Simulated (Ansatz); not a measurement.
C2H2N2, SMILES `N=C=C=N` (charge 0, multiplicity 1).

The numbers are results of frozen-core CCSDT(Q)/6-31g // B3LYP-D3(BJ)/def2-TZVP run with Ansatz (an electronic-structure program), not measurements.

Ansatz 0.2 input:
```yaml
crystal:
  periodic: [false, false, false]
  atoms:
    - { symbol: N, position_ang: [1.839191, -0.224563, 0.106556] }
    - { symbol: C, position_ang: [0.641099, -0.000153, -0.120561] }
    - { symbol: C, position_ang: [-0.641098, 0.000059, 0.051929] }
    - { symbol: N, position_ang: [-1.83918, 0.22458, -0.175138] }
    - { symbol: H, position_ang: [2.463619, 0.144602, -0.616711] }
    - { symbol: H, position_ang: [-2.463634, -0.144528, 0.548133] }
basis:
  gaussian: { orbitals: "6-31g" }
correlation:
  method: ccsdt_q
```

Output:

```
Functional definition: HF
941 factors; integrals over basis functions are off by at most 9.4e-8 eV
mean field evaluation 1: about -5047.9274 eV, gradient 2.7e1 eV
mean field evaluation 2: about -5047.9412 eV, gradient 2.7e1 eV
mean field evaluation 4: about -5049.8903 eV, gradient 3.8e0 eV
mean field evaluation 8: about -5049.9494 eV, gradient 6.2e-5 eV
mean field evaluation 16: about -5049.8750 eV, gradient 3.8e0 eV
mean field evaluation 32: about -5045.5891 eV, gradient 4.1e-4 eV
mean field -5049.94891365 eV, -185.5821995982 hartree, gradient 2.4e-6 eV, S^2 0.000000; 0 other end points of the search recorded, 0 dependent functions left out; unrestricted orbitals would lower it
4 core orbitals not correlated
reference -5049.94891365 eV, -185.5821995982 hartree; 10, 10 occupied and 26, 26 virtual orbitals, 941 factors
second order -10.90887227 eV of doubles, -0.00000000 eV of singles
cycle   1  -10.78526200 eV  change    1.2e-1 eV  update   1.4e-1
cycle   2  -11.41265466 eV  change   -6.3e-1 eV  update   7.8e-2
cycle   3  -11.91217776 eV  change   -5.0e-1 eV  update   3.4e-2
cycle   4  -11.91013988 eV  change    2.0e-3 eV  update   1.2e-2
cycle   5  -11.89294103 eV  change    1.7e-2 eV  update   5.9e-3
cycle   6  -11.90055589 eV  change   -7.6e-3 eV  update   3.1e-3
cycle   7  -11.90453530 eV  change   -4.0e-3 eV  update   1.3e-3
cycle   8  -11.90418455 eV  change    3.5e-4 eV  update   6.7e-4
cycle   9  -11.90352927 eV  change    6.6e-4 eV  update   2.9e-4
cycle  10  -11.90385902 eV  change   -3.3e-4 eV  update   1.5e-4
cycle  11  -11.90366775 eV  change    1.9e-4 eV  update   9.0e-5
cycle  12  -11.90366039 eV  change    7.4e-6 eV  update   5.4e-5
cycle  13  -11.90367943 eV  change   -1.9e-5 eV  update   3.3e-5
cycle  14  -11.90368741 eV  change   -8.0e-6 eV  update   1.8e-5
cycle  15  -11.90369065 eV  change   -3.2e-6 eV  update   9.9e-6
cycle  16  -11.90369517 eV  change   -4.5e-6 eV  update   4.0e-6
cycle  17  -11.90369664 eV  change   -1.5e-6 eV  update   2.0e-6
perturbative correction -0.05979103 eV, -0.0021972800 hartree
Total energy: -5061.91240133 eV, -186.0218496613 hartree
```
